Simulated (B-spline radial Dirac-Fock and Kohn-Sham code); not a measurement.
## f′ and f″ of V, 15.61 keV to 42.62 keV

Model: the dispersion relation over Dirac-Hartree-Slater subshell photoionisation cross sections, with the Kissel-Pratt high-energy constant (isolated atom, no bound-bound lines or fine structure). Program: a radial B-spline solver. The forward scattering factor is f₀ + f′ + i f″.

Input file task.json (cfg lists n, l and occupation; rrms is the nuclear radius in fm):

```json
{"items": [{
  "Z": 23,
  "q": 0,
  "cfg": [[1, 0, 2], [2, 0, 2], [2, 1, 6], [3, 0, 2], [3, 1, 6], [3, 2, 3], [4, 0, 2]],
  "A": 51,
  "rrms": 3.6002,
  "do": "dispersion",
  "hv": [545.6, 643.5, 663.8, 712.2, 879.1, 900.7, 1000.0, 1205.0, 1253.6, 1393.0, 1486.9, 1846.0, 2000.0, 2314.0, 2984.4, 4000.0, 4296.0, 4335.0, 4510.9, 5414.7, 5484.0, 6000.0, 6403.9, 6914.0, 6930.3, 8047.8, 9251.7, 11470.0, 12000.0, 14430.0, 15000.0, 15610.0, 15740.0, 17479.3, 21300.0, 22162.9, 23880.0, 24209.8, 24220.0, 26300.0, 30000.0, 38730.0, 40000.0, 42620.0],
  "edges": {"K": 5465.0, "L1": 626.7, "L2": 519.8, "L3": 512.1, "M1": 66.3}
}]}
```

Launch: `python xray2_run.py task.json out`

No edge lies in or near this range.

| hν (eV) | λ (Å) | f′ (e) | f″ (e) | tabulated f′ | tabulated f″ |
| --- | --- | --- | --- | --- | --- |
| 15610 | 0.7943 | 0.338 | 0.664 | 0.33 | 0.64 |
| 15740 | 0.7877 | 0.336 | 0.654 | 0.33 | 0.63 |
| 17479.3 | 0.7093 | 0.306 | 0.538 | 0.30 | 0.52 |
| 21300 | 0.5821 | 0.245 | 0.370 | 0.24 | 0.36 |
| 22162.9 | 0.5594 | 0.233 | 0.343 | 0.23 | 0.34 |
| 23880 | 0.5192 | 0.210 | 0.297 | 0.20 | 0.29 |
| 24209.8 | 0.5121 | ? | ? | ? | ? |
| 24220 | 0.5119 | 0.206 | 0.289 | 0.20 | 0.28 |
| 26300 | 0.4714 | 0.182 | 0.246 | 0.18 | 0.24 |
| 30000 | 0.4133 | 0.147 | 0.190 | 0.14 | 0.19 |
| 38730 | 0.3201 | 0.090 | 0.114 | 0.09 | 0.11 |
| 40000 | 0.3100 | 0.084 | 0.107 | 0.08 | 0.10 |
| 42620 | 0.2909 | 0.072 | 0.094 | 0.07 | 0.09 |

Problem. What are f′ and f″ at 24209.8 eV?

Solution. f′ = 0.206 and f″ = 0.289 electrons (tables: 0.20 and 0.28). By the optical theorem f″ corresponds to a photoabsorption cross section 2 rₑ λ f″ = 834 b.

Tabulated f′: xraylib 4.2 anomalous scattering factors (Cullen et al., EPDL97); f″: Chantler's tables (J. Phys. Chem. Ref. Data 1995 and 2000). Both are theoretical tables.

Values without a named source are computed, but for edge energies of neutral atoms, which are taken from tables.
